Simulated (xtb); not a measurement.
Sb(Br)(Me)2 (C₂H₆BrSb), SMILES [CH3][Sb]([CH3])[Br]. All values are semi-empirical tight-binding results from xtb (GFN2-xTB unless named), good for trends rather than for accurate numbers. Geometry optimised at GFN2-xTB. The structure was generated by enumeration; whether it is a known compound was not checked.

For metal compounds this method's bond lengths and energies can be far off.

Computed properties:
```
Quantity                                      Result
-------------------------------------  -------------
orbital gap                                  4.10 eV
zero-point energy                      45.2 kcal/mol
G − E(el) at 298.15 K (modified RRHO)  23.7 kcal/mol
```
